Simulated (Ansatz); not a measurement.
`[AlH2][CH2][GaH2]` + CH₃NH₂ → `C[NH][GaH2]` + `[CH3][AlH2]`  (ligand exchange at a Ga–C bond)

Isolated molecules relaxed with PBE0-D4/def2-TZVP in Ansatz; ΔE leaves out vibrations. CBS: MP2 limit from def2 TZ/QZ plus the TZ coupled-cluster correction, frozen cores. This one scheme is used for every species. DFT in def2-TZVPP. HSE06 is defined as in plane-wave codes. For Ga outer-core shells are correlated without core-valence functions, which leaves a few kJ/mol of doubt a bond. Scalar relativity is left out up to krypton.

```tsv
level	ΔE (kJ/mol)	difference from CCSD(T)/CBS
B97M-V	-45.2	-3.1
PBE0-D4	-39.5	2.6
r2SCANh-D4	-43.4	-1.3
ωB97M-V	-42.2	-0.1
B2PLYP	-47.0	-4.9
BLYP	-49.6	-7.5
r2SCAN0	-41.6	0.5
HSE06	-39.6	2.5
BHLYP	-45.2	-3.1
HF/def2-SVP	-48.2	-6.1
MP2/def2-SVP	-53.8	-11.7
CCSD/def2-SVP	-53.8	-11.7
HF/def2-TZVPP	-42.9	-0.8
CCSD(T)/def2-TZVPP	-43.4	-1.3
MP2/def2-QZVPP	-43.1	-1.0
CCSD/CBS(def2)	-41.7	0.4
CCSD(T)/CBS	-42.1	0
```

Largest T1 diagnostic among the species: 0.015.

At CCSD(T), def2-SVP lies −12.7 kJ/mol from the extrapolated value and def2-TZVPP −1.3 kJ/mol. Leaving LDA and LC-ωPBE aside and taking each functional with its dispersion term where it has one, the values, not all of them listed here, spread over 10.7 kJ/mol, from BLYP-D4 to HSE06-D4. LDA lies −5.5 kJ/mol from PBE without D4. From r2SCAN to r2SCAN0 (25 % exact exchange), in def2-TZVPP and without D4, ΔE moves by +3.3 kJ/mol.
